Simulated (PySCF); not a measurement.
Ge⁺: ionisation energy

Ge⁺ [Ar] 3d10 4s2 4p1 (2P) → Ge²⁺ [Ar] 3d10 4s2 (1S), as a difference of total energies. Calculation: PySCF 2.14, in aug-cc-pVDZ-PP with ECP10MDF; a scalar-relativistic core potential. Correlated levels: valence: 3s2 3p6 3d10 frozen. The calculations carry no spin-orbit coupling.

| method | ionisation energy (eV) |
| --- | --- |
| UHF | 15.220 |
| LDA | 15.796 |
| PBE | 15.692 |
| r2SCAN | 15.909 |
| BLYP | 15.600 |
| B2PLYP | 15.587 |
| BHandHLYP | 15.678 |
| LC-wPBE | 15.862 |
| MP2 (valence) | 15.375 |

Question: Estimate what PBE0 gives.

Answer: 15.736 eV, closest to PBE among the rows shown.

Question: Estimate what SCS-MP2 (valence) gives.

Answer: 15.356 eV, closest to MP2 (valence) among the rows shown.

Errors of the correlated levels include the incompleteness of this basis and the frozen core.

For comparison: 15.789 eV (measured; NIST levels, between the centres of gravity of the two terms).
